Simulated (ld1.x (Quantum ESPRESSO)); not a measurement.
**boron, PAW: configuration errors across variants**

* Element: B
* Generator: ld1.x (Quantum ESPRESSO) 7.5
* Type: PAW
* Functional: PBEsol
* Relativity: non-relativistic
* Frozen core: [He]
* Valence charge: 3
* Reference configuration: 2s2 2p1
* Partial waves: 2s (bound): rcut 1.15, rcutus 1.45 bohr; 2s channel at 3 Ry: rcut 1.15, rcutus 1.45 bohr; 2p (bound): rcut 2.05, rcutus 2.15 bohr; 2p channel at 0.05 Ry: rcut 2.05, rcutus 2.15 bohr
* Local potential: all-electron potential smoothed inside 1.40 bohr (lloc = -2)
* Core correction: Bessel-smoothed model core inside 1.25 bohr
* Augmentation charge: BESSEL, radius 1.20 bohr

All-electron excitation energies from the reference (eV): (1) 2s2 2p0 8.142; (2) 2s1 2p0 33.396; (3) 2s2 2p0.5 2.856; (4) 2s1 2p2 5.813; (5) 2s2 2p1.3 -0.725; (6) 2s0 2p3 11.644; (7) 2s1 2p1 14.259.

Errors AE − PS in meV (a dash: test not solved or not reliable):

| change | (1) | (2) | (3) | (4) | (5) | (6) | (7) | bound ghosts |
| --- | --- | --- | --- | --- | --- | --- | --- | --- |
| base | -0.1 | -5.8 | 0.0 | -0.5 | 0.0 | -2.7 | -2.6 | none |
| waves 2p (bound): rcut 1.30, rcutus 1.38 bohr; 2p channel at 0.05 Ry: rcut 1.30, rcutus 1.38 bohr | -0.2 | -5.7 | 0.0 | -0.4 | 0.0 | -1.8 | -1.0 | none |
| waves 2p (bound): rcut 1.70, rcutus 1.80 bohr; 2p channel at 0.05 Ry: rcut 1.70, rcutus 1.80 bohr | -0.2 | -5.7 | 0.0 | -0.5 | 0.0 | -2.0 | -1.3 | none |
| waves 2p (bound): rcut 1.96, rcutus 2.08 bohr; 2p channel at 0.05 Ry: rcut 1.96, rcutus 2.08 bohr | -0.1 | -5.8 | 0.0 | -0.5 | 0.0 | -2.6 | -2.1 | none |
| waves 2p (bound): rcut 2.05, rcutus 2.36 bohr; 2p channel at 0.05 Ry: rcut 2.05, rcutus 2.36 bohr | 0.0 | -5.6 | -0.1 | +1.9 | 0.0 | +17 | -0.1 | none |
| waves 2p (bound): rcut 2.05, rcutus 2.50 bohr; 2p channel at 0.05 Ry: rcut 2.05, rcutus 2.50 bohr | +0.1 | -5.4 | -0.1 | +1.2 | 0.0 | +10 | +0.5 | none |
| waves 2p (bound): rcut 2.05, rcutus 2.74 bohr; 2p channel at 0.05 Ry: rcut 2.05, rcutus 2.74 bohr | +1.0 | -4.1 | +0.1 | +0.9 | 0.0 | +1.2 | -1.2 | none |
| waves 2p (bound): rcut 2.05, rcutus 3.04 bohr; 2p channel at 0.05 Ry: rcut 2.05, rcutus 3.04 bohr | +6.3 | +0.4 | +1.3 | +5.4 | +0.2 | -2.3 | -4.9 | none |
| waves 2p (bound): rcut 2.05, rcutus 3.20 bohr; 2p channel at 0.05 Ry: rcut 2.05, rcutus 3.20 bohr | +13 | +5.6 | +3.5 | +14 | +0.7 | +6.4 | -8.2 | none |

(1) Give the same row for: waves 2p (bound): rcut 1.50, rcutus 1.60 bohr; 2p channel at 0.05 Ry: rcut 1.50, rcutus 1.60 bohr.

Answers

(1) -0.2, -5.7, 0.0, -0.5, 0.0, -1.9, -1.1; bound ghosts: none.
